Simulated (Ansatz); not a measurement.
**Nudged elastic band run: C2H3AlFN**

Input:

```yaml
crystal:
  periodic: [false, false, false]
  atoms:
    - { symbol: C, position_ang: [-0.932112, 2.339709, -0.038289] }
    - { symbol: C, position_ang: [-0.253179, 1.33001, -0.029123] }
    - { symbol: Al, position_ang: [0.788962, -0.252727, -0.018851] }
    - { symbol: "N", position_ang: [0.028606, -1.841691, 0.035113] }
    - { symbol: F, position_ang: [2.437686, -0.154396, -0.06207] }
    - { symbol: H, position_ang: [-1.524478, 3.230185, -0.04687] }
    - { symbol: H, position_ang: [0.517766, -2.725073, 0.040572] }
    - { symbol: H, position_ang: [-0.97115, -1.983117, 0.063718] }
basis:
  gaussian: { orbitals: "6-31G*" }
hamiltonian:
  xc: pbe0
  dispersion: d4
neb:
  order_check: false
  images: 4
  f_tol: 0.05
  max_iterations: 60
  initial_path: idpp
  climbing: false
  final_atoms:
    - { symbol: C, position_ang: [-0.9316759, 2.34160381, -0.03903642] }
    - { symbol: C, position_ang: [-0.25724555, 1.32893202, -0.03188179] }
    - { symbol: Al, position_ang: [0.7858919, -0.25285485, -0.01944661] }
    - { symbol: "N", position_ang: [0.0290744, -1.84378769, 0.03476923] }
    - { symbol: F, position_ang: [2.43443195, -0.15094605, -0.05959565] }
    - { symbol: H, position_ang: [-1.52053482, 3.23433868, -0.04567332] }
    - { symbol: H, position_ang: [-0.97014666, -1.98943904, 0.06113399] }
    - { symbol: H, position_ang: [0.52230567, -2.72494688, 0.04393057] }
```

Command:

```bash
$ ansatz run input.yaml --threads 1 --pin off --max-ram 2048MiB --backend cpu --events-out ev --progress --plain --runs-dir out
```

Output, in part (warnings, iteration lines, the closing report on the highest movable image, with atoms numbered from 0):

```
NEB end point (image 0): max|allowed force component| = 6.529e-3 eV/Å (the criterion of neb.relax_end_points is 1.000e-2)
NEB end point (image 5): max|allowed force component| = 5.464e-3 eV/Å (the criterion of neb.relax_end_points is 1.000e-2)
NEB iter   1: max|band force component| = 4.470e-1 eV/Å  barrier→ = 0.3719 eV  barrier← = 0.3719 eV  Δτ_max = 0.1038 Å  (162 SCF iters)
NEB iter   2: max|band force component| = 3.138e-1 eV/Å  barrier→ = 0.3475 eV  barrier← = 0.3476 eV  Δτ_max = 0.0739 Å  (124 SCF iters)
NEB iter   3: max|band force component| = 2.965e-1 eV/Å  barrier→ = 0.3243 eV  barrier← = 0.3244 eV  Δτ_max = 0.0575 Å  (122 SCF iters)
NEB iter   4: max|band force component| = 2.371e-1 eV/Å  barrier→ = 0.3144 eV  barrier← = 0.3144 eV  Δτ_max = 0.0435 Å  (124 SCF iters)
NEB iter   5: max|band force component| = 9.836e-2 eV/Å  barrier→ = 0.3080 eV  barrier← = 0.3080 eV  Δτ_max = 0.0326 Å  (123 SCF iters)
NEB iter   6: max|band force component| = 4.645e-2 eV/Å  barrier→ = 0.3064 eV  barrier← = 0.3064 eV  Δτ_max = 0.0000 Å  (236 SCF iters)
Total energy: -12917.16529839 eV, -474.6970691468 hartree
Atom 0 at    -0.838628     2.255932    -0.838271 Å, force     0.000224     0.001180     0.001346 eV/Å
Atom 1 at    -0.222254     1.293899    -0.418801 Å, force     0.010938    -0.027439    -0.039347 eV/Å
Atom 2 at     0.679704    -0.202232     0.316375 Å, force     0.016655     0.047021     0.006719 eV/Å
Atom 3 at    -0.008335    -1.835640     0.352921 Å, force    -0.046902    -0.027454     0.001146 eV/Å
Atom 4 at     2.159047     0.127194     0.976908 Å, force    -0.018724     0.006997     0.064316 eV/Å
Atom 5 at    -1.379931     3.103476    -1.202062 Å, force     0.007838    -0.001930    -0.014455 eV/Å
Atom 6 at    -0.045621    -2.462287    -0.437339 Å, force    -0.103881     0.036755    -0.069820 eV/Å
Atom 7 at    -0.251881    -2.337443     1.194468 Å, force     0.133852    -0.035132     0.050094 eV/Å
Dipole moment:    -0.355421    -0.227275    -0.133399 e Å
```

The forces met the threshold. No image climbed, so the highest image needn't sit at the top of the path.

Final band (atoms are numbered from 1 in the order of the input):

| image | path coordinate (Å) | energy (kcal/mol) | dihedral F5–Al3–N4–H8 (°) |
| --- | --- | --- | --- |
| 0 | 0.00 | 0.0 | 180 |
| 1 | 0.70 | 2.4 | 147 |
| 2 | 1.41 | 7.1 | 104 |
| 3 | 2.11 | 7.1 | 63 |
| 4 | 2.82 | 2.4 | 29 |
| 5 | 3.52 | 0.0 | 0 |

Run time: 55 s on 1 thread of Intel(R) Xeon(R) Platinum 8559C (Emerald Rapids), with other jobs on the host, peak memory 0.19 GiB.
